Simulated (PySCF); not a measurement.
Below is a simulated gas-phase S 2p photoelectron spectrum of `FS(F)(F)(F)(F)F`.

Every computed line was given a Gaussian of 0.7 eV full width at half maximum and an area set by the number of equivalent atoms (split 2:1 within a doublet); the highest printed point is 100. The calculation used delta-SCF UKS SCAN, pcX-3 on the ionised atom, pcseg-2 elsewhere, spin-free X2C in PySCF.

(binding energy (eV), intensity): (178.7, 1), (178.8, 2), (178.9, 4), (179.0, 9), (179.1, 18), (179.2, 32), (179.3, 51), (179.4, 71), (179.5, 89), (179.6, 100), (179.7, 100), (179.8, 89), (179.9, 71), (180.0, 51), (180.1, 34), (180.2, 22), (180.3, 17), (180.4, 18), (180.5, 24), (180.6, 33), (180.7, 42), (180.8, 49), (180.9, 51), (181.0, 47), (181.1, 39), (181.2, 29), (181.3, 19), (181.4, 11), (181.5, 6), (181.6, 3), (181.7, 1), (181.8, 0), (181.9, 0)

**Question.** How many maxima does the curve show, and how many computed lines lie under it?

**Answer.** The curve has 2 maxima (at 179.6 and 180.9 eV). Under it lie 2 lines from 1 inequivalent sulfur site, drawn as a 2p3/2, 2p1/2 pair.

**Question.** Decompose the envelope and assign each component. Numbering: `[F:1][S:2]([F:3])([F:4])([F:5])([F:6])[F:7]`.

**Answer.** 
```csv
position (eV),relative area,line,atoms,environment
179.65,0.67,S 2p3/2,S2,sulfur bonded to 6 F
180.89,0.33,S 2p1/2,S2,sulfur bonded to 6 F
```

**Question.** What are the centre and the root-mean-square width of the whole band?

**Answer.** The area-weighted mean of the lines is 180.06 eV. Their own spread about it is 0.58 eV (rms) and each Gaussian has σ = 0.7/2.355 = 0.30 eV; the variances add, which gives 0.65 eV.

The curve has no shake-up lines and no vibrational structure. 2p3/2 and 2p1/2 are the ΔSCF energy of one spin-free 2p hole plus the eigenvalues of a spin–orbit and ligand-field matrix of the shell. 2p1/2 minus 2p3/2 (ligand field included): S 1.24 eV. Geometry: PBE0-D3(BJ)/def2-TZVP; no solvent, vibrations or thermal averaging.
